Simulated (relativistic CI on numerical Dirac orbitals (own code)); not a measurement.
## One change at a time: Ge XIV

Base calculation: Dirac-Coulomb-Breit CI, orbitals from a KLI potential per configuration, QED by a radiative potential, unscaled Slater integrals.

Configurations in the expansion (outside the closed core [Ne]): 3s2 3p6 3d, 3s2 3p5 3d2, 3s 3p6 3d2, 3s2 3p6 4s, 3s2 3p6 4p, 3s2 3p6 4d, 3s2 3p6 4f, 3s2 3p5 3d 4s, 3s2 3p5 3d 4p, 3s2 3p6 5s, 3s2 3p6 5p, 3s2 3p6 5d, 3s2 3p5 3d 4d, 3s 3p6 3d 4s, 3s2 3p6 5f, 3s2 3p6 5g, 3s2 3p6 6s, 3s2 3p5 3d 4f, 3s 3p6 3d 4p, 3s2 3p6 6p, 3s2 3p6 6d, 3s 3p6 4s2, 3p6 3d3, 3p5 3d4, 3p6 3d2 4s, 3p5 3d3 4s. Double excitations out of closed p, d and f shells are left out; levels of such configurations are missing from the list, as are those of other unlisted configurations, and high levels can miss mixing partners. These lack a partner that the ground configuration has and come out too high: 3s2 3p5 3d 4p, 3s2 3p5 3d 4d, 3s2 3p5 3d 4f.

The lowest level and the first level of each name with at least 55 % of one term (blank where a level has no safe partner in the second run):

| Level | Base (cm⁻¹) | Shift (cm⁻¹) |
| --- | --- | --- |
| 3s2 3p6 3d 2D_3/2 | 0 | 0 |
| 3s2 3p6 3d 2D_5/2 | 7587 | +6 |
| 3s2 3p5 3d2 4D°_1/2 | 581925 | -92 |
| 3s2 3p5 3d2 4D°_3/2 | 584848 | -92 |
| 3s2 3p5 3d2 4D°_5/2 | 589772 | -91 |
| 3s2 3p5 3d2 4D°_7/2 | 596973 | -91 |
| 3s2 3p5 3d2 4G°_11/2 | 617565 | -68 |
| 3s2 3p5 3d2 4G°_9/2 | 618838 | -69 |
| 3s2 3p5 3d2 4G°_7/2 | 622348 | -70 |
| 3s2 3p5 3d2 4P°_3/2 | 634211 | -81 |
| 3s2 3p5 3d2 4F°_3/2 | 638345 | -83 |
| 3s2 3p5 3d2 4P°_1/2 | 641717 | -81 |
| 3s2 3p5 3d2 2D°_5/2 | 645732 | -88 |
| 3s2 3p5 3d2 4F°_9/2 | 647043 | -77 |

At this charge energies of transitions that change n are usually good to better than 1 %, and those within a shell (Δn = 0) to a few per cent.

Question: One thing was changed in a second run, which moved the levels as shown. Which?
A. QED terms removed
B. one mean potential for all configurations
C. configuration mixing switched off
D. valence Slater integrals scaled by 0.9
E. Breit term removed

Answer: B. One mean potential for all configurations. One potential for all configurations removes the relaxation of the orbitals, which moves whole configurations and changes the integrals a little.

LS names give the leading component of a level, which can be under half, so a name can repeat, a term be missing and a line seem to break the LS rules.
